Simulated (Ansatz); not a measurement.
The cluster SiB₇. The state is a doublet with charge 0. Geometry PBE-D4/def2-SVP; atoms count from 1.

Cartesian coordinates in Å:
```
B -0.722 -1.520 0.530
B -0.773 0.314 -1.554
B 0.884 0.568 1.519
B 0.145 1.486 -1.044
B 0.855 1.600 0.346
B 0.210 -0.842 1.602
B 0.175 -0.026 -0.027
Si -0.775 -1.580 -1.372
```

The structure comes from a short search, and lower isomers may exist.

(1) Estimate the Mulliken populations from the PBE0/def2-TZVP orbitals of Ansatz.

(2) Where does the spin sit?

(3) And the Mayer bond orders between bonded heavy atoms (over 0.3)?

Results:

(1) 
```tsv
atom	charge (e)	spin (α − β)
B1	0.05	0.23
B2	0.05	0.23
B3	0.02	0.03
B4	0.00	0.36
B5	0.02	0.03
B6	0.00	0.36
B7	-0.10	-0.12
Si8	-0.03	-0.10
```
Mulliken values and Mayer orders depend strongly on the basis.

(2) Summed by element: B 1.10, Si -0.10, of 1 unpaired in all. Largest on single atoms: B6 0.36, B4 0.36, B2 0.23.

(3) B1–B6 1.23 (1.57 Å); B1–B7 0.48 (1.83 Å); B1–Si8 1.23 (1.90 Å); B2–B4 1.23 (1.57 Å); B2–B7 0.48 (1.83 Å); B2–Si8 1.23 (1.90 Å); B3–B5 1.23 (1.56 Å); B3–B6 1.23 (1.57 Å); B3–B7 0.56 (1.80 Å); B4–B5 1.23 (1.56 Å); B4–B7 0.51 (1.82 Å); B5–B7 0.56 (1.80 Å); B6–B7 0.51 (1.82 Å); B7–Si8 0.49 (2.26 Å).
